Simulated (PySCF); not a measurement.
Geometry:
```tsv
atom	x (Å)	y (Å)	z (Å)
C1	2.154	-1.013	-0.100
O2	1.392	0.106	-0.467
Si3	-0.209	0.287	-0.090
C4	-1.210	-1.107	-0.837
C5	-0.700	1.926	-0.820
C6	-0.436	0.286	1.767
H7	3.168	-0.884	-0.485
H8	2.216	-1.126	0.989
H9	1.747	-1.941	-0.520
H10	-2.276	-0.960	-0.642
H11	-0.931	-2.077	-0.417
H12	-1.069	-1.154	-1.919
H13	-0.562	1.929	-1.904
H14	-1.751	2.145	-0.612
H15	-0.096	2.735	-0.401
H16	-0.149	-0.672	2.211
H17	0.167	1.068	2.234
H18	-1.482	0.467	2.029
```

Theory: shieldings: GIAO B97-2/pcSseg-2, coordinates at the PBE0-D3(BJ)/def2-TZVP level, in PySCF (one conformer, no solvent model, relativity neglected, one averaged value for each set of equivalent atoms).

Question: List the cross peaks expected in HSQC, COSY and HMBC spectra.

Answer: 

HSQC (one-bond C–H):
```tsv
δH	δC
3.50 (H7/H8/H9)	53.1 (C1)
0.07 (H10/H11/H12/H13/H14/H15/H16/H17/H18)	-1.6 (C4/C5/C6)
```

HMBC (two and three bonds, from the bond graph):
```tsv
δH	δC
0.07 (H10/H11/H12/H13/H14/H15/H16/H17/H18)	-1.6 (C4/C5/C6)
```

No COSY cross peaks are expected.

Referencing at the same level of theory: $^{1}$H (σref 31.64), $^{13}$C (σref 185.38) against TMS.

Short H···H contacts in this conformer between protons four or more bonds apart (candidates for NOE cross peaks, intensity ∝ r⁻⁶): H9···H11 2.68 Å.

Shifts are as computed. Against solution values, carbons near 30 ppm lie about +3 ppm off and those near 130 ppm about +7 ppm. Of 1211 compounds with measured shifts, 218 miss one by over three times the rms of a fit or turn the order of signals round; such compounds aren't used in these exercises.
